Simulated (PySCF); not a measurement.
Compound: Ge2H8Si.
Geometry (PBE0-D3(BJ)/def2-SVP, Å), atoms numbered from 1 in this order:
```
atom  x, y, z in Å
Si1    1.8642    0.7477   -0.0112
Ge2    0.2208   -0.9727   -0.1038
Ge3   -2.0041   -0.0285    0.0868
H4     3.2429    0.1842   -0.1405
H5     1.6339    1.7223   -1.1214
H6     1.7594    1.4729    1.2922
H7     0.4538   -1.9835    1.0376
H8     0.3389   -1.7290   -1.4435
H9    -2.2463    0.9755   -1.0565
H10   -2.1465    0.7139    1.4291
H11   -3.0795   -1.1291    0.0156
```

Jobs on this species (11 atoms, 86 electrons) with PySCF (density fitting). Hardware of each: an Arm Neoverse N1 with one thread, shared host. Other jobs ran on the host; a repeat could differ by tens of per cent or more. Peak memory is the resident size of the whole Python process, interpreter and libraries included.

Problem. Rank these jobs by wall time, shortest first.
A. PBE0-D3(BJ)/def2-SVP, grid level 1; geometry optimisation from a GFN2-xTB start shaken at random; 122 basis functions
B. delta-SCF UKS SCAN, pcX-2 on the ionised atom, pcseg-1 elsewhere, spin-free X2C; ΔSCF core ionisation, 2 holes; 154 basis functions
C. delta-SCF UKS B3LYP, pcX-2 on the ionised atom, pcseg-1 elsewhere, spin-free X2C; ΔSCF core ionisation, 2 holes; 154 basis functions

Solution. B (16 s), C (26 s), A (80 s).

All jobs:

| level and settings | work | basis functions | SCF cycles | wall time | peak memory |
| --- | --- | --- | --- | --- | --- |
| delta-SCF UKS PBE, pcX-2 on the ionised atom, pcseg-1 elsewhere, spin-free X2C | ΔSCF core ionisation, 2 holes | 154 | 23 | 11 s | 0.36 GiB |
| delta-SCF UKS SCAN, pcX-1 on the ionised atom, pcseg-1 elsewhere, spin-free X2C | ΔSCF core ionisation, 2 holes | 134 | 23 | 13 s | 0.32 GiB |
| delta-SCF UKS SCAN, def2-TZVP on the ionised atom, pcseg-1 elsewhere, spin-free X2C | ΔSCF core ionisation, 2 holes | 131 | 23 | 15 s | 0.32 GiB |
| delta-SCF UKS SCAN, pcX-2 on the ionised atom, pcseg-1 elsewhere, non-relativistic | ΔSCF core ionisation, 2 holes | 154 | 23 | 15 s | 0.35 GiB |
| delta-SCF UKS SCAN, pcX-2 on the ionised atom, pcseg-1 elsewhere, spin-free X2C | ΔSCF core ionisation, 2 holes | 154 | 23 | 16 s | 0.42 GiB |
| delta-SCF UKS HF, pcX-2 on the ionised atom, pcseg-1 elsewhere, spin-free X2C | ΔSCF core ionisation, 2 holes | 154 | 22 | 18 s | 0.46 GiB |
| delta-SCF UKS B3LYP, pcX-2 on the ionised atom, pcseg-1 elsewhere, spin-free X2C | ΔSCF core ionisation, 2 holes | 154 | 22 | 26 s | 0.51 GiB |
| delta-SCF UKS PBE0, pcX-2 on the ionised atom, pcseg-1 elsewhere, spin-free X2C | ΔSCF core ionisation, 2 holes | 154 | 21 | 26 s | 0.48 GiB |
| PBE0-D3(BJ)/def2-SVP, grid level 1 | geometry optimisation from a GFN2-xTB start shaken at random | 122 | 40 | 80 s | 0.51 GiB |

Problem. What do all jobs in the table cost together?

Solution. About 3.7 min; the longest takes about 36 % of that, and about 7.3 times as long as the shortest.
